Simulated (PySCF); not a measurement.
# Mn⁺ (manganese, charge +1) across methods

[Ar] 3d4 4s1 5s1, high-spin 7D determinant (an excited configuration). Calculation: PySCF 2.14, in aug-cc-pwCVTZ-DK; the spin-free X2C one-electron Hamiltonian (Gaussian nucleus).

```tsv
method	E (hartree)	mean ε 3d α (eV)	mean ε 4s α (eV)	mean ε 5s α (eV)	Σ⟨r²⟩ (bohr²)	⟨S²⟩
r2SCAN	-1157.647	-27.397	-17.766	-5.687	60.79	12.001
PBE	-1157.439	-26.654	-17.532	-5.738	59.99	12.000
UHF	-1156.59737	-36.829	-20.654	-6.719	64.42	12.001
LDA	-1155.224	-26.812	-17.860	-5.732	59.66	12.000
```

(1) Estimate the same row for PBE0.

The outer electron is Rydberg-like, and this basis confines it to a smaller radius and binds it less than a complete one would.

Results:

(1) E (hartree) = -1157.471; mean ε 3d α (eV) = -29.384; mean ε 4s α (eV) = -18.415; mean ε 5s α (eV) = -6.069; Σ⟨r²⟩ (bohr²) = 60.91; ⟨S²⟩ = 12.000.
